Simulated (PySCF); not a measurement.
Vertical excitations of a molecule CH3F3OSi from PySCF with TDDFT-PBE/def2-SVPD, as energy in eV (oscillator strength): 6.04 (0.002), 6.52 (0.045), 7.49 (0.005), 7.57 (0.017), 7.78 (0.004), 7.95 (0.006), 8.21 (0.026), 8.43 (0.037), 9.07 (0.005), 9.16 (0.002). Lowest triplet (TDA): 5.75 eV. Geometry: B3LYP-D3(BJ)/def2-SVP. Other conformers were not sampled.

Problem. Which molecule gave these data?
A) CO[Si](F)(F)F
B) O[SiH2]C(F)(F)F
C) OC[Si](F)(F)F
D) O[Si](F)(F)CF

Solution. C, OC[Si](F)(F)F
